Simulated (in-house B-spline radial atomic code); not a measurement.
Orbital energies and mean radii along the 20-electron series, configuration [Ar] 3d2. The effective charge is n√(-2ε), a non-relativistic measure. Computed with a B-spline radial code for spherical atoms: non-relativistic Hartree-Fock, average of the configuration, point nuclei.

This level leaves out relativity, spin-orbit splitting included, which matters for heavy ions.

```json
{"ion": "Zn10+", "Z": "30", "energy of 3d (Eh)": "-10.045", "mean radius of 3d (bohr)": "0.60462", "energy of 3s (Eh)": "-14.688", "mean radius of 3s (bohr)": "0.63054", "effective charge of 3d": "13.446"}
{"ion": "Ga11+", "Z": "31", "energy of 3d (Eh)": "-11.701", "mean radius of 3d (bohr)": "0.56896", "energy of 3s (Eh)": "-16.615", "mean radius of 3s (bohr)": "0.60199", "effective charge of 3d": "14.513"}
{"ion": "Ge12+", "Z": "32", "energy of 3d (Eh)": "-13.471", "mean radius of 3d (bohr)": "0.53756", "energy of 3s (Eh)": "-18.655", "mean radius of 3s (bohr)": "0.57593", "effective charge of 3d": "15.572"}
{"ion": "As13+", "Z": "33", "energy of 3d (Eh)": "-15.355", "mean radius of 3d (bohr)": "0.50965", "energy of 3s (Eh)": "-20.807", "mean radius of 3s (bohr)": "0.55206", "effective charge of 3d": "16.625"}
{"ion": "Se14+", "Z": "34", "energy of 3d (Eh)": "-17.351", "mean radius of 3d (bohr)": "0.48466", "energy of 3s (Eh)": "-23.072", "mean radius of 3s (bohr)": "0.5301", "effective charge of 3d": "17.673"}
{"ion": "Br15+", "Z": "35", "energy of 3d (Eh)": "-19.46", "mean radius of 3d (bohr)": "0.46212", "energy of 3s (Eh)": "-25.45", "mean radius of 3s (bohr)": "0.50984", "effective charge of 3d": "18.716"}
{"ion": "Kr16+", "Z": "36", "energy of 3d (Eh)": "-21.682", "mean radius of 3d (bohr)": "0.44169", "energy of 3s (Eh)": "-27.939", "mean radius of 3s (bohr)": "0.49108", "effective charge of 3d": "19.755"}
{"ion": "Rb17+", "Z": "37", "energy of 3d (Eh)": "-24.016", "mean radius of 3d (bohr)": "0.42306", "energy of 3s (Eh)": "-30.541", "mean radius of 3s (bohr)": "0.47366", "effective charge of 3d": "20.791"}
{"ion": "Sr18+", "Z": "38", "energy of 3d (Eh)": "-26.462", "mean radius of 3d (bohr)": "0.406", "energy of 3s (Eh)": "-33.254", "mean radius of 3s (bohr)": "0.45745", "effective charge of 3d": "21.825"}
{"ion": "Zr20+", "Z": "40", "energy of 3d (Eh)": "-31.691", "mean radius of 3d (bohr)": "0.37583", "energy of 3s (Eh)": "-39.017", "mean radius of 3s (bohr)": "0.42816", "effective charge of 3d": "23.884"}
{"ion": "Nb21+", "Z": "41", "energy of 3d (Eh)": "-34.473", "mean radius of 3d (bohr)": "0.36241", "energy of 3s (Eh)": "-42.065", "mean radius of 3s (bohr)": "0.41489", "effective charge of 3d": "24.91"}
```

Task: How does the screening of 3d change?

Result: Z less the effective charge goes from 16.55 at Z = 30 to 16.09 at Z = 41.
